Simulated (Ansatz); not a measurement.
Ansatz (an electronic-structure program) input (RI-MP2/aug-cc-pVTZ):
A basis named .json is the Basis Set Exchange file of that set.

Ansatz 0.2 input:
```yaml
crystal:
  periodic: [false, false, false]
  atoms:
    - {symbol: B, position_ang: [-0.00504885, 0.07027851, -0.02206237]}
    - {symbol: C, position_ang: [1.51726017, -0.31977817, -0.03089669]}
    - {symbol: C, position_ang: [-1.12787398, -0.95318652, 0.40455145]}
    - {symbol: O, position_ang: [-0.31866220, 1.34420214, -0.40592128]}
    - {symbol: H, position_ang: [2.14051365, 0.41035576, -0.54856856]}
    - {symbol: H, position_ang: [1.68309054, -1.30530359, -0.47471906]}
    - {symbol: H, position_ang: [1.87953262, -0.39379791, 1.00119049]}
    - {symbol: H, position_ang: [-2.11204501, -0.50431847, 0.56583324]}
    - {symbol: H, position_ang: [-1.24043476, -1.71361619, -0.37664478]}
    - {symbol: H, position_ang: [-0.85129881, -1.49839539, 1.31096394]}
    - {symbol: H, position_ang: [-1.26113342, 1.53785438, -0.36230162]}
basis:
  gaussian:
    orbitals: aug-cc-pVTZ
    fitting: {mean_field: def2-universal-jkfit, correlation: aug-cc-pVTZ-RIFIT.json}
magnetization: {spin_polarized: false}
correlation: {method: mp2, electrons: outside_noble_gas}
```

End of the output:

```
integrals: 0.44 GiB planned
428 factors; integrals over basis functions are off by at most 9.5e-1 eV
mean field: 1.01 GiB planned
mean field evaluation 1: about -4879.5144 eV, gradient 4.7e1 eV
mean field evaluation 2: about -4883.4656 eV, gradient 2.3e1 eV
mean field evaluation 4: about -4884.4772 eV, gradient 1.6e0 eV
mean field evaluation 8: about -4884.4841 eV, gradient 2.8e-4 eV
mean field -4884.48414290 eV, -179.5014814295 hartree, gradient 1.1e-6 eV, S^2 0.000000; 0 other end points of the search recorded, 0 dependent functions left out
4 core orbitals not correlated
746 factors; their error is unknown
reference -4884.48414290 eV, -179.5014814295 hartree; 12, 12 occupied and 329, 329 virtual orbitals, 746 factors
second order -19.39463400 eV of doubles, -0.00000000 eV of singles
Total energy: -4903.87877691 eV, -180.2142210829 hartree
```
